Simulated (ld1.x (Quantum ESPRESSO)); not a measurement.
**Transferability test, TM potential for strontium**

strontium (Sr), norm-conserving Troullier–Martins (Kleinman–Bylander form), made with ld1.x (Quantum ESPRESSO) 7.5 (PBE, scalar-relativistic). Core [Ar] 3d10, reference 4s2 4p6 4d0 5s2 5p0. Waves: 4s (bound): rc 1.70 bohr; 4d (bound, empty): rc 3.85 bohr; 4p (bound): rc 1.55 bohr. Local part: the p channel. Core correction: none.

Occupied shells without a wave of their own: 5s. They enter only through the test configuration that unscreens the potential.

Energies are relative to the spin-unpolarised reference configuration 4s2 4p6 4d0 5s2 5p0; without spin polarisation the order of configurations can differ from experiment.

(1) Give the all-electron excitation energy and the error of the potential for: 4s2 4p6 4d0 5s1 5p0; 4s2 4p6 4d0 5s0 5p0; 4s2 4p6 4d0 5s1.5 5p0; 4s1 4p6 4d0 5s2 5p0; 4s2 4p6 4d0.5 5s1.5 5p0; 4s2 4p5 4d0 5s2 5p0; 4s2 4p6 4d0 5s0 5p2.

Levels in the configuration 4s2 4p6 4d0 5s1.5 5p0:

| level | all-electron (eV) | pseudo (eV) |
| --- | --- | --- |
| 4s | -43.905 | -43.923 |
| 4p | -25.812 | -25.829 |
| 5s | -5.860 | -5.911 |

## Answers

(1)

| valence configuration | charge | ΔE all-electron (eV) | error AE − PS (meV) |
| --- | --- | --- | --- |
| 4s2 4p6 4d0 5s1 5p0 | +1 | 5.885 | -52 |
| 4s2 4p6 4d0 5s0 5p0 | +2 | 16.892 | -146 |
| 4s2 4p6 4d0 5s1.5 5p0 | +0.5 | 2.339 | -22 |
| 4s1 4p6 4d0 5s2 5p0 | +1 | 47.022 | +8.5 |
| 4s2 4p6 4d0.5 5s1.5 5p0 | 0 | 1.146 | -14 |
| 4s2 4p5 4d0 5s2 5p0 | +1 | 28.309 | +20 |
| 4s2 4p6 4d0 5s0 5p2 | 0 | 4.707 | -74 |
